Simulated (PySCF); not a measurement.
Cl5Ta, charge +1, multiplicity 2. Atoms are numbered in the order given.

```xyz
6

Ta    -0.0478     0.1275     0.0000
Cl    -0.7069    -2.2363     0.0000
Cl     1.5382     1.7467     0.0000
Cl     1.8311    -1.4095     0.0000
Cl    -1.2285     0.6758     1.8218
Cl    -1.2285     0.6758    -1.8218
```
Charge +1, spin multiplicity 2.

Geometry: PBE-D3(BJ)/def2-SVP. The spin state was assumed, not searched. The def2 effective core potentials stand for the cores of Ta; spin–orbit coupling is left out.

The numbers are results of PBE-D3(BJ)/def2-SVP run with PySCF 2.14.0, not measurements.

Frequencies are harmonic and unscaled.

A small imaginary wavenumber (i) marks a very flat motion, where grid noise or a shallow saddle decides the sign.

Question: Give all harmonic wavenumbers and intensities. (Estimate from the structure and the level; the computed values follow.)

Answer: 
```csv
mode,ν (cm⁻¹),IR (km/mol),moving atoms (share of kinetic energy)
1,12i,0.1,Cl 100 %
2,97,0.2,Cl 92 %
3,111,0.3,"Cl 75 %, Ta 25 %"
4,118,0.2,"Cl 79 %, Ta 21 %"
5,132,0.1,Cl 98 %
6,138,0.5,"Cl 87 %, Ta 13 %"
7,185,1.6,"Cl 86 %, Ta 14 %"
8,248,1.7,Cl 96 %
9,345,16.8,"Cl 88 %, Ta 12 %"
10,406,28.2,"Cl 86 %, Ta 14 %"
11,428,25.4,"Cl 86 %, Ta 14 %"
12,438,44.6,"Cl 78 %, Ta 22 %"
```
